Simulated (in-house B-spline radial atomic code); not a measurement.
# Ionising Zr6+ with different functionals

Computed with an all-electron radial atomic-structure program (B-spline basis): four-component Dirac-Coulomb Hamiltonian, Fermi nucleus of rms radius 4.2694 fm, spin-restricted, spherical fractional occupations for the functionals. The ionisation energy is the difference of two self-consistent energies, [Ar] 3d10 4s2 4p4 → [Ar] 3d10 4s2 4p3, without Breit or QED terms; ε is the level of the shell that loses the electron (mean over j). The electron is taken from both j subshells in proportion to 2j + 1, so the result is a j average, not the step between ground levels.

Hybrids are left out here: with spherical fractional occupations of an open shell their exact exchange keeps a self-interaction that integer-occupation calculations don't have.

```
           method  rung  ΔSCF (eV)  -ε(4p) (eV)
         LDA VWN5   LDA          ?            ?
 relativistic LDA   LDA     115.38       106.55
         LDA PW92   LDA     115.42       106.59
LDA exchange-only   LDA     113.65       104.81
              PBE   GGA     115.17       106.37
           PBEsol   GGA     115.19       106.38
             BLYP   GGA     115.04       106.21
             RPBE   GGA          ?            ?
             PW91   GGA     115.30       106.48
             BP86   GGA     115.32       106.50
             AM05   GGA     115.20       106.39
             OLYP   GGA     115.40       106.62
```

Task: What does LDA VWN5 give?

Result: ΔSCF 115.43 eV, and -ε(4p) = 106.59 eV.

Task: What does RPBE give?

Result: ΔSCF 115.12 eV, and -ε(4p) = 106.33 eV.

Task: How do they compare with the NIST value?

Result: NIST lists 112 eV ± 2 (tabulated theory, ground level to ground level). Errors run from +1.65 to +3.43 eV; all lie within about twice that uncertainty, so the table can't rank the methods.
